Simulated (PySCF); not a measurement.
**Worked example: oscillator strength and radiative lifetime**

C3H8FNSi, SMILES CC/N=C/[SiH2]F.

Geometry optimised at PBE0-D3(BJ)/def2-SVP. The structure was generated by enumeration; whether it is a known compound was not checked. The values are those of a single conformer.

TDA-ωB97X/def2-SVPD (PySCF 2.14.0) puts the first singlet state with f over 0.02 at 7.05 eV (vertical), with the transition dipole (0.572, 0.318, -0.198) in atomic units.

**Question.** Find the oscillator strength, the wavelength and the radiative lifetime that this transition would have in vacuum if emission retraced absorption.

**Answer.** 
|μ|² = 0.4675 au, so |μ| = 1.74 D. ΔE = 7.05/27.211 = 0.2591 hartree. f = (2/3) ΔE |μ|² = 0.081 (the program prints 0.081).
λ = 1239.84/7.05 = 176 nm; ν = 56862 cm⁻¹.
Einstein's coefficient A = 0.6670 ν² f s⁻¹ (ν in cm⁻¹) = 1.7e8 s⁻¹, so τ = 1/A = 5.7 ns. This state is S2; the lower singlet has f = 0.005. The figure is the radiative limit of this one transition; relaxation, internal conversion, crossing to triplets and a medium change what is measured.
